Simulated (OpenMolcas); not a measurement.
**5d² along the 70-electron sequence**

| Property | Result |
| --- | --- |
| Program | OpenMolcas |
| Method | SS-CASPT2, IPEA 0.25 Eh, imaginary shift 0.1 Eh |
| Basis | ANO-RCC-VQZP |
| Scalar Hamiltonian | DKH2, point nucleus |
| Spin-orbit coupling | state interaction with AMFI integrals over the reference wave functions, term energies averaged over their components |

Active space for each ion: 2 electrons in 5 orbitals (5d); closed shells correlated by CASPT2: 5s 5p.

Computed levels in cm-1 above ³F₂:

```
                               Level   Hf2+   Ta3+    W4+   Re5+   Os6+   Ir7+
                                 ³F₃   3420   4950   6390   8180  10080  12380
                                 ³F₄   6470   9170  11720  14690  17770  21330
                                 ³P₀   9700  11860  13470  14950  16470  17890
                                 ³P₁  11670  14600  17120  19800  22630  25710
                                 ³P₂  14460  18820  23210  28000  33030  38660
                                 ¹G₄  14720  19150  22940  27010  31400  36300
                                 ¹S₀  26270  36080  43840  51010  58200  65600
weight of ³F in the lowest level (%)     90     88     89     88     87     86
```

Mixed levels, with the weight of the term that names them: W4+ ³P₂ (69 %), Re5+ ³P₂ (64 %), Os6+ ³P₂ (60 %), Ir7+ ³P₂ (58 %).

Measured, with the error of the calculation in %. Measured levels: W4+ from the list in J. Phys. B 45, 065001 (2012); Os6+, Ir7+ from van het Hof, Joshi, Wyart and Sugar, J. Res. Natl. Inst. Stand. Technol. 100, 687 (1995).

| Level | W4+ | Os6+ | Ir7+ |
| --- | --- | --- | --- |
| ³F₃ |  | 10308 (-2.2) | 12672 (-2.3) |
| ³F₄ | 11519 (+1.7) |  | 21615 (-1.3) |
| ³P₀ | 12839 (+4.9) | 15837 (+4.0) | 17254 (+3.7) |
| ³P₁ | 16331 (+4.8) | 22098 (+2.4) | 25221 (+1.9) |
| ³P₂ | 22615 (+2.6) | 33127 (-0.3) | 38878 (-0.6) |
| ¹G₄ | 22346 (+2.6) | 31274 (+0.4) | 36253 (+0.1) |
| ¹S₀ | 43110 (+1.7) | 57710 (+0.8) | 65022 (+0.9) |

The fine-structure level ³F₄ changes by a factor of 3.3 from Hf2+ to Ir7+. Its fourth root runs 8.97, 9.79, 10.40, 11.01, 11.55, 12.09, with steps per unit of Z of 0.82, 0.62, 0.60, 0.54, 0.54; equal steps would mean a (Z - σ)^4 law with constant σ.

³P₀ changes by a factor of 1.84 over the same range, with steps per unit of Z of +2160, +1610, +1480, +1520, +1420 cm-1.

CASPT2 does not keep the components of a term degenerate, so their means are used; among the terms shown or strongly mixed into the levels shown the widest spread is 660 cm-1 (5d² ¹G, Hf2+). Configurations with an s electron lie low in 5d ions of this charge, fall among these levels and mix in, so low-spin terms can stand far too high, up to twice their true height, and weights are not those of the real levels (holds for Hf2+). Measured partners are found by configuration, term and J. A level has none where our copy of the source lacks it or the pairing is in doubt (some pairs that miss far off the trend of their configuration count as doubtful), and it then counts in no deviation. Levels of configurations outside the active space are missing.
